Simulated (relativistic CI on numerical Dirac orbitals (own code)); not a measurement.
Computed by Dirac-Coulomb-Breit CI, KLI orbitals optimised for each configuration, model QED (radiative potential, 1s self-energy scaled to tabulated hydrogen-like ionisation energies), unscaled Slater integrals (own radial code, finite nucleus).

The strongest absorption lines from the ground level of an ion, among the configurations computed and to levels below about 378 eV (vacuum wavelength in Å, gf): 60.652 (0.65), 64.250 (0.39), 65.161 (0.25), 65.162 (1.6), 67.150 (0.64), 68.128 (0.23), 70.822 (0.53), 71.686 (0.27).

(1) Which ion is it?
A. Ru XXI
B. Sn XXVII
C. Pd XXIII
D. Pd XXI

## Answers

(1) C. Pd XXIII has 24 electrons and the ground level 3s²3p⁶3d⁶ ⁵D4; the strongest line goes to 3s²3p⁵3d⁷ ⁵P°3. The pattern of lines fixes the number of electrons, and along that sequence the line energies rise steadily with the charge (about as its square where n changes within one kind of shell, about linearly where n is kept but much faster in heavy ions where fine structure, which grows about as Z⁴, sets the gap, and irregularly where shells cross), which fixes Z. Configurations outside the model, such as inner-shell arrays, can give stronger lines. At this charge energies of transitions that change n are usually good to better than 1 %, and those within a shell (Δn = 0) to a few per cent. Terms inside the open d or f shell come out 10 to 20 % too wide with unscaled integrals.

LS names give the leading component of a level, which can be under half, so a name can repeat, a term be missing and a line seem to break the LS rules.
